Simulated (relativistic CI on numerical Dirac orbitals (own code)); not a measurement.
# Slater and spin-orbit integrals, Sn²⁰⁺

Calculated at this level of theory: Dirac-Coulomb-Breit CI, orbitals from a KLI potential per configuration, model QED (radiative potential, 1s self-energy scaled to tabulated hydrogen-like ionisation energies), unscaled Slater integrals (own radial code, finite nucleus).

Slater integrals F^k, G^k are unscaled and averaged over j, outside the closed core [Ar] 3d10; ζ comes from projecting the Hamiltonian with its Breit term on Σ l·s of the shell.

- 4s 4p: G^1(4s,4p) = 184050, ζ(4p) = 60801 cm⁻¹; <r>(4s) = 0.7158, <r^2>(4s) = 0.5747, <r>(4p) = 0.7382, <r^2>(4p) = 0.6147 (bohr units).
- 4p2: F^2(4p,4p) = 140070, ζ(4p) = 60709 cm⁻¹; <r>(4p) = 0.7389, <r^2>(4p) = 0.6159 (bohr units).
- 4s 4d: G^2(4s,4d) = 133760, ζ(4d) = 6820.1 cm⁻¹; <r>(4s) = 0.7161, <r^2>(4s) = 0.5752, <r>(4d) = 0.7635, <r^2>(4d) = 0.6649 (bohr units).

Averages of the first 10 configurations, taken without configuration mixing, which lowers the lowest level and can move excited configurations by several eV; other configurations of the list can lie among them:

```tsv
Configuration	Parity	States	Average energy above the lowest level (eV)
4s2	even	1	1.7
4s 4p	odd	12	50.0
4p2	even	15	104.6
4s 4d	even	20	130.0
4d2	even	45	260.9
4s 4f	odd	28	208.9
4p 4d	odd	60	181.9
4f2	even	91	417.6
4p 4f	even	84	261.0
4d 4f	odd	140	338.6
```
